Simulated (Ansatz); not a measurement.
Ansatz (a first-principles code) job for Be(F)(SH) (BeFHS), SMILES [Be]([F])[SH], r2SCAN-D4/def2-TZVP. 

Ansatz 0.2 input:
```yaml
crystal:
  periodic: [false, false, false]
  atoms:
    - {symbol: Be, position_ang: [-0.06888534, -0.67869311, -0.00000000]}
    - {symbol: F, position_ang: [0.00191718, -2.05101744, 0.00000000]}
    - {symbol: S, position_ang: [0.08906866, 1.22197002, 0.00000000]}
    - {symbol: H, position_ang: [-1.16681194, 1.62240904, 0.00000000]}
basis:
  gaussian:
    orbitals: def2-TZVP
hamiltonian:
  xc: r2scan
  dispersion: d4
relax: {f_tol: 0.002, max_steps: 200}
```

It prints:

```
WARN ansatz: RAYON_NUM_THREADS=1 ignored (pool sized by the plan → 1); use --threads N
Functional definition: r2SCAN
integrals: 0.02 GiB planned
602 factors; their error is unknown
mean field: 0.19 GiB planned
mean field evaluation 1: about -13969.7240 eV, gradient 4.2e1 eV
mean field evaluation 2: about -13961.5707 eV, gradient 8.6e1 eV
mean field evaluation 4: about -13972.5673 eV, gradient 2.5e0 eV
mean field evaluation 8: about -13972.5712 eV, gradient 1.0e-1 eV
mean field evaluation 16: about -13972.5712 eV, gradient 3.2e-5 eV
mean field -13972.57120071 eV, -513.4825206771 hartree, gradient 3.2e-5 eV, S^2 0.000000; 0 other end points of the search recorded, 0 dependent functions left out
the calculation of the forces begins
reference -13972.57121372 eV, -513.4825211553 hartree; 15, 15 occupied and 78, 78 virtual orbitals, 602 factors
relax step   1: F+E_penalty+E_count = -13972.58213677 eV  Δ(F+E_penalty+E_count) = +0.000e0 eV  max|allowed force component| = 9.040e-1 eV/Å  Δτ_max = 0.0000 Å  (28 SCF iters, accepted)
these checks for a lower state are left out or cut short: starts, cluster_reference, orbital_swaps, neighbouring_geometries, increment
integrals: 0.02 GiB planned
602 factors; their error is unknown
mean field: 0.19 GiB planned
mean field -13972.61623236 eV, -513.4841755598 hartree, gradient 2.4e-5 eV, S^2 0.000000; 0 other end points of the search recorded, 0 dependent functions left out
the calculation of the forces begins
reference -13972.61624528 eV, -513.4841760347 hartree; 15, 15 occupied and 78, 78 virtual orbitals, 602 factors
relax step   2: F+E_penalty+E_count = -13972.62724641 eV  Δ(F+E_penalty+E_count) = -4.511e-2 eV  max|allowed force component| = 1.587e-1 eV/Å  Δτ_max = 0.1024 Å  (30 SCF iters, accepted)
these checks for a lower state are left out or cut short: starts, cluster_reference, orbital_swaps, neighbouring_geometries, increment
integrals: 0.02 GiB planned
602 factors; their error is unknown
mean field: 0.19 GiB planned
mean field evaluation 32: about -13972.6241 eV, gradient 2.1e-5 eV
mean field -13972.62410771 eV, -513.4844649737 hartree, gradient 2.1e-5 eV, S^2 0.000000; 0 other end points of the search recorded, 0 dependent functions left out
the calculation of the forces begins
reference -13972.62412063 eV, -513.4844654485 hartree; 15, 15 occupied and 78, 78 virtual orbitals, 602 factors
relax step   3: F+E_penalty+E_count = -13972.63518106 eV  Δ(F+E_penalty+E_count) = -7.935e-3 eV  max|allowed force component| = 2.048e-1 eV/Å  Δτ_max = 0.0872 Å  (30 SCF iters, accepted)
these checks for a lower state are left out or cut short: starts, cluster_reference, orbital_swaps, neighbouring_geometries, increment
integrals: 0.02 GiB planned
602 factors; their error is unknown
mean field: 0.19 GiB planned
mean field -13972.62149903 eV, -513.4843691065 hartree, gradient 1.3e-5 eV, S^2 0.000000; 0 other end points of the search recorded, 0 dependent functions left out
the calculation of the forces begins
reference -13972.62151201 eV, -513.4843695833 hartree; 15, 15 occupied and 78, 78 virtual orbitals, 602 factors
relax step   4: F+E_penalty+E_count = -13972.63259154 eV  Δ(F+E_penalty+E_count) = +2.590e-3 eV  max|allowed force component| = 5.872e-1 eV/Å  Δτ_max = 0.0221 Å  (30 SCF iters, rejected (line search))
these checks for a lower state are left out or cut short: starts, cluster_reference, orbital_swaps, neighbouring_geometries, increment
integrals: 0.02 GiB planned
602 factors; their error is unknown
mean field: 0.19 GiB planned
mean field -13972.62606647 eV, -513.4845369565 hartree, gradient 1.2e-5 eV, S^2 0.000000; 0 other end points of the search recorded, 0 dependent functions left out
the calculation of the forces begins
reference -13972.62607940 eV, -513.4845374319 hartree; 15, 15 occupied and 78, 78 virtual orbitals, 602 factors
relax step   5: F+E_penalty+E_count = -13972.63713555 eV  Δ(F+E_penalty+E_count) = -1.954e-3 eV  max|allowed force component| = 6.049e-2 eV/Å  Δτ_max = 0.0108 Å  (31 SCF iters, accepted)
these checks for a lower state are left out or cut short: starts, cluster_reference, orbital_swaps, neighbouring_geometries, increment
integrals: 0.02 GiB planned
602 factors; their error is unknown
mean field: 0.19 GiB planned
mean field -13972.62668578 eV, -513.4845597159 hartree, gradient 1.2e-5 eV, S^2 0.000000; 0 other end points of the search recorded, 0 dependent functions left out
the calculation of the forces begins
reference -13972.62669871 eV, -513.4845601911 hartree; 15, 15 occupied and 78, 78 virtual orbitals, 602 factors
relax step   6: F+E_penalty+E_count = -13972.63775353 eV  Δ(F+E_penalty+E_count) = -6.180e-4 eV  max|allowed force component| = 5.366e-2 eV/Å  Δτ_max = 0.0173 Å  (30 SCF iters, accepted)
these checks for a lower state are left out or cut short: starts, cluster_reference, orbital_swaps, neighbouring_geometries, increment
integrals: 0.02 GiB planned
602 factors; their error is unknown
mean field: 0.19 GiB planned
mean field -13972.62672620 eV, -513.4845612013 hartree, gradient 1.8e-5 eV, S^2 0.000000; 0 other end points of the search recorded, 0 dependent functions left out
the calculation of the forces begins
reference -13972.62673915 eV, -513.4845616771 hartree; 15, 15 occupied and 78, 78 virtual orbitals, 602 factors
relax step   7: F+E_penalty+E_count = -13972.63779438 eV  Δ(F+E_penalty+E_count) = -4.085e-5 eV  max|allowed force component| = 1.706e-3 eV/Å  Δτ_max = 0.0012 Å  (23 SCF iters, accepted)
integrals: 0.02 GiB planned
602 factors; their error is unknown
mean field: 0.19 GiB planned
mean field evaluation 64: about -13972.6345 eV, gradient 9.2e-2 eV
mean field -13972.62672620 eV, -513.4845612013 hartree, gradient 1.8e-5 eV, S^2 0.000000; 1 other end points of the search recorded, 0 dependent functions left out
the calculation of the forces begins
reference -13972.62673915 eV, -513.4845616771 hartree; 15, 15 occupied and 78, 78 virtual orbitals, 602 factors
Total energy: -13972.63780733 eV, -513.4849684251 hartree
Atom 0 at    -0.007523    -0.613194    -0.000000 Å, force     0.000175    -0.001706    -0.000000 eV/Å
Atom 1 at    -0.105448    -1.987569     0.000000 Å, force    -0.000044     0.000036     0.000000 eV/Å
Atom 2 at     0.153688     1.287259     0.000000 Å, force     0.001281     0.001183     0.000000 eV/Å
Atom 3 at    -1.185428     1.428173     0.000000 Å, force    -0.001412     0.000487     0.000000 eV/Å
Dipole moment:    -0.154504     0.113805    -0.000000 e Å
```

Self-consistency was reached.

Cost: about 21 core-seconds (a rough figure).
